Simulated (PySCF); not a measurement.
Working out the ionisation energy of Kr

Kr [Kr] (1S) → Kr⁺ [Ar] 3d10 4s2 4p5 (2P). All numbers are calculated (PySCF 2.14, scalar relativity through the core potential, in aug-cc-pVDZ-PP with ECP10MDF (5s4p3d, 32 functions)). Frozen: 3s2 3p6 3d10. Energies in hartree (1 hartree = 27.21139 eV):

```
            part   Kr (lower)  Kr⁺ (upper)
             UHF  -462.180310  -461.697016
CCSD correlation    -0.136967    -0.111235
             (T)    -0.002014    -0.001324
```

Question: What does Hartree-Fock give?

Answer: (-461.697016) − (-462.180310) = 0.483294 hartree = 13.151 eV.

Question: What do CCSD and CCSD(T) give?

Answer: The CCSD correlation energies differ by 0.025732 hartree = 0.700 eV and the triples by 0.000690 hartree = 0.019 eV, so CCSD gives 13.851 eV and CCSD(T) 13.870 eV.

Measured between the centres of the two terms (NIST): 14.222 eV, so CCSD(T) (valence) is off by -0.352 eV.

A double-zeta basis recovers only part of the correlation energy.

What remains against the reference includes basis incompleteness, the frozen core and higher excitations.
